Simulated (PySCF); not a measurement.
Electron correlation in Ti (titanium, neutral)

[Ar] 3d3 4s1, high-spin 5F determinant (an excited configuration). Calculation: PySCF 2.14, in x2c-QZVPPall (11s7p5d3f2g, 96 functions); the spin-free X2C one-electron Hamiltonian (Gaussian nucleus). Frozen: [Ne]; 12 electrons correlated.

MP2 pair energies summed by pair of shells (mhartree):

| pair | energy | share (%) |
| --- | --- | --- |
| 3p-3p | -113.74 | 35.5 |
| 3p-3d | -102.24 | 31.9 |
| 3s-3p | -36.29 | 11.3 |
| 3d-3d | -23.51 | 7.3 |
| 3s-3d | -17.51 | 5.5 |
| 3p-4s | -10.22 | 3.2 |
| 3d-4s | -9.91 | 3.1 |
| 3s-3s | -6.75 | 2.1 |
| 3s-4s | -0.66 | 0.2 |

Total MP2 correlation energy: -320.83 mhartree.

Same-spin part -110.64 and opposite-spin part -210.19 mhartree; SCS-MP2 scales them by 1/3 and 6/5 to -289.11 mhartree.

This basis was not built for core-valence correlation, so the inner-shell part is incomplete.
